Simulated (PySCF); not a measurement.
Isomers of CH5GeNO. Level of theory: PySCF 2.14.0, PBE0-D3(BJ)/def2-SVP geometry optimisation, gas phase. One conformer each; no zero-point energy, no entropy. No frequencies were run at this level. Point groups hold within 0.08 Å.

Question: Order them by energy at this level, lowest first, and give relative energies in kcal/mol.
A. `[H]/[N:1]=[CH:2]/[O:3][GeH3:4]` with N1–C2–O3–Ge4 0°
B. `[O:1]=[CH:2][NH:3][GeH3:4]` with O1–C2–N3–Ge4 0°

Answer: B (0.0), A (10.0).

As drawn, the lower has a C=O bond and a C(=O)–N unit, which the higher lacks; the higher has a C=N bond, which the lower lacks.

```json
{"SMILES": "O=C[NH][GeH3]", "E (Eh)": "-2247.26900", "E rel (kcal/mol)": "0.0", "dipole (D)": "3.39", "point group": "Cs", "A, B, C (MHz)": "13305, 2725, 2330"}
{"SMILES": "[H]/N=C/[O][GeH3]", "E (Eh)": "-2247.25303", "E rel (kcal/mol)": "10.0", "dipole (D)": "0.67", "point group": "Cs", "A, B, C (MHz)": "13165, 2993, 2519"}
```
